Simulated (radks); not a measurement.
The numbers below are computed, except where a source is named.
Initial-state core-level shifts of the palladium ion Pd+ when its valence configuration changes from [Kr] 4d9. Level of theory: Dirac Kohn-Sham, BLYP, spin-unpolarised, spherical densities, point nucleus; open shells are shared between the two j in proportion to 2j + 1 (a radial shooting solver on a logarithmic mesh with Libxc functionals). Shifts are changes of the shell-averaged eigenvalues in eV (positive: less bound).

valence	1s	2s	3s	3d
4d8.5 5p0.5	-2.856	-2.952	-2.929	-2.937
4d8 5p1	-5.814	-6.024	-5.963	-5.982
4d7 5p2	-11.996	-12.494	-12.310	-12.358
4d8 5s1	-4.347	-4.601	-4.520	-4.543
4d8.5 5s0.5	-2.107	-2.227	-2.193	-2.203
4d6.5 5s0.5 5p2	-14.561	-15.244	-14.964	-15.032
4d7 5s2	-9.194	-9.760	-9.543	-9.597
4d7.5 5s0.5 5p1	-8.166	-8.529	-8.406	-8.440
